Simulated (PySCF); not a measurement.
I4Si, charge +1, doublet, at a GFN2-xTB geometry (a state made from the parent by changing its charge; the spin is typed, not shown lowest) (core potentials on I). Base run: B3LYP/def2-SVP (PySCF).

Input for PySCF:
```python
from pyscf import gto, scf, dft

mol = gto.Mole()
mol.atom = '''
    I     2.23155095   -1.02441071    0.44556577
    Si   -0.00000000    0.00000000    0.00000000
    I    -1.46159126   -1.66009907   -1.15567637
    I    -1.05251266    0.67328361    2.16024815
    I     0.28255297    2.01122617   -1.45013755
'''
mol.basis = 'def2-svp'
mol.ecp = {'I': 'def2-svp'}
mol.charge = 1
mol.spin = 1
mol.verbose = 4
mol.build()

mf = dft.UKS(mol)
mf.xc = 'b3lyp'
mf.kernel()
```

The base run was repeated with changes; each row names its change, and settings that it needs were set with it.

| change | ΔE vs base (mEh) | fitting functions | outcome |
|---|---|---|---|
| base | 0.000 | - | converged |
| auxbasis = cc-pvtz-jkfit | - | - | input refused |
| auxbasis = def2-universal-jfit | 3026.1 | 283 | converged |
| auxbasis = def2-tzvp-ri | - | - | input refused |
| auxbasis = even-tempered beta=2.0 | -0.293 | 1065 | converged |
| auxbasis = even-tempered beta=3.0 | -239.6 | 686 | converged |
| auxbasis = even-tempered beta=1.6 | 0.010 | 1525 | converged |
| only_dfj = on; auxbasis = def2-universal-jfit | -0.469 | 283 | converged |
| auxbasis = def2-universal-jkfit | -0.017 | 1000 | converged |
| auxbasis = cc-pvdz-jkfit | - | - | input refused |

A fitting set is made for a task (jfit for Coulomb, jkfit for Coulomb and exchange, ri for correlation) and for a family of orbital bases.

Open shells are given as the SCF converged; they aren't shown to be the lowest states, and a large step between rows can be another state.

- auxbasis = cc-pvtz-jkfit: ended with `pyscf.lib.exceptions.BasisNotFoundError: Basis set not found for I in cc-pvtz-jkfit`
- auxbasis = def2-tzvp-ri: ended with `pyscf.lib.exceptions.BasisNotFoundError: Basis set not found for I in def2-tzvp-ri`
- auxbasis = cc-pvdz-jkfit: ended with `pyscf.lib.exceptions.BasisNotFoundError: Basis set not found for I in cc-pvdz-jkfit`
